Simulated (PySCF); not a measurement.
Geometries of 2 isomers of C8H7N, from PySCF 2.14.0, BHandHLYP/def2-SV(P) geometry optimisation, gas phase. One conformer each, no zero-point energy, no frequencies.

Question: Which is lower in electronic energy at this level?
A.
```xyz
16
angstrom
C     -2.113   -0.509   -0.003
C     -1.967    0.893    0.242
C     -0.739    1.476    0.319
C      0.417    0.665    0.151
C      1.777    0.931    0.171
N      2.419   -0.244   -0.050
C      1.547   -1.271   -0.214
C      0.270   -0.746   -0.096
C     -1.030   -1.317   -0.170
H     -3.114   -0.927   -0.056
H     -2.861    1.496    0.368
H     -0.640    2.541    0.505
H      2.321    1.852    0.323
H      3.417   -0.341   -0.087
H      1.889   -2.278   -0.400
H     -1.153   -2.380   -0.356
```
B.
```xyz
16
angstrom
N     -1.937   -1.523    0.000
C     -1.120   -0.469    0.106
C     -1.646    0.908    0.335
C     -0.603    1.756    0.399
C      0.623    0.974    0.219
C      1.982    1.073    0.159
C      2.507   -0.267   -0.063
C      1.469   -1.154   -0.135
C      0.254   -0.396    0.041
H     -2.932   -1.413    0.063
H     -1.573   -2.445   -0.159
H     -2.699    1.145    0.427
H     -0.665    2.826    0.557
H      2.585    1.968    0.256
H      3.559   -0.511   -0.156
H      1.560   -2.222   -0.295
```

Answer: A. That is `C1=CC2=CNC=C2C=C1`, 42.8 kcal/mol below the other.

```json
{"SMILES": "c1ccc2c[nH]cc2c1", "atoms numbered as above": "[cH:1]1[cH:2][cH:3][c:4]2[cH:5][nH:6][cH:7][c:8]2[cH:9]1", "E (Eh)": "-363.29687", "relative (kcal/mol)": "0.0", "relative (kJ/mol)": "0.0", "dipole (D)": "2.80"}
{"SMILES": "NC1=CC=C2C=CC=C12", "atoms numbered as above": "[NH2:1][C:2]1=[CH:3][CH:4]=[C:5]2[CH:6]=[CH:7][CH:8]=[C:9]12", "E (Eh)": "-363.22871", "relative (kcal/mol)": "42.8", "relative (kJ/mol)": "178.9", "dipole (D)": "3.81"}
```

As drawn, the lower has an aromatic ring, which the higher lacks; the higher has a C=C bond outside aromatic rings, which the lower lacks.
